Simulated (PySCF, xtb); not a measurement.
1,3-thiazole-2-carbaldehyde (C₄H₃NOS), SMILES O=Cc1nccs1. The values are those of a single conformer.

Harmonic wavenumbers (cm⁻¹) from xtb with GFN2-xTB at its own minimum, in rising order: 118, 151, 232, 459, 468, 595, 620, 662, 766, 774, 842, 885, 910, 1055, 1097, 1195, 1316, 1347, 1391, 1516, 1735, 2802, 3137, 3170.

What does PBE-D3(BJ)/def2-SVP (PySCF 2.14.0) give at its own minimum? (An estimate is asked for; the answer gives what the named calculation found.)

139, 166, 274, 467, 492, 617, 622, 669, 736, 769, 874, 880, 979, 1040, 1133, 1231, 1308, 1336, 1417, 1505, 1750, 2850, 3143, 3189. Paired by order, the mean absolute difference is 21 cm⁻¹ and the zero-point energies are 38.9 and 39.4 kcal/mol.
